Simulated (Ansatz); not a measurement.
The first iterations of a band of C₃H₇Al (11 atoms, charge 0, multiplicity 1).

All numbers below come from UKS B3LYP-D4/def2-SVP in Ansatz 0.2.0.

```json
{
 "movable images": "5",
 "climbing image": "yes",
 "spring": "5.0 eV/Å²",
 "optimiser": "quadratic models (default)",
 "start path": "through a guess of the saddle point",
 "force threshold": "0.5 eV/Å",
 "iteration limit": "60",
 "end points": "relaxed"
}
```

Image 0:

```xyz
11
Properties=species:S:1:pos:R:3
C 0.194 0.709 -0.553
C -0.730 0.726 0.714
Al -0.029 -1.082 1.060
C 0.597 -0.789 -0.786
H 1.102 1.302 -0.349
H -0.285 1.165 -1.438
H -0.595 1.593 1.379
H -1.799 0.706 0.430
H 0.046 -2.168 2.223
H 1.630 -0.946 -1.132
H -0.066 -1.272 -1.528
```

Image 6:

```xyz
11
Properties=species:S:1:pos:R:3
C 0.255 1.045 -0.685
C 0.411 0.040 0.461
Al -1.145 -0.714 1.337
C 0.743 -0.328 -0.990
H 0.970 1.872 -0.728
H -0.754 1.322 -1.010
H 1.302 0.219 1.076
H -2.440 -0.969 0.449
H -1.150 -1.075 2.884
H 1.799 -0.460 -1.245
H 0.075 -1.010 -1.528
```

| iteration | highest image above the first end (eV) | largest band force component (eV/Å) |
| --- | --- | --- |
| 1 | 4.491 | 5.492 |
| 2 | 3.932 | 2.983 |
| 3 | 3.237 | 1.511 |
| 4 | 2.930 | 2.194 |

Question: Does the band converge within its limit, and where does its top end?

Answer: The run converged. It ended after 12 iterations with the highest image 2.588 eV above the first end. The threshold of 0.5 eV/Å is loose, so the images may lie well off the minimum-energy path. Neighbouring images differ by up to 1.5 eV, so the band resolves the path poorly. The order of the stationary point at the top wasn't checked. The orbitals stay closed-shell, which can raise the energy where a bond breaks towards radicals; this wasn't checked here.

Time of the run: 2.7 min on 2 threads of Intel(R) Xeon(R) Platinum 8488C (Sapphire Rapids), with other jobs on the host, peak memory 0.31 GiB.
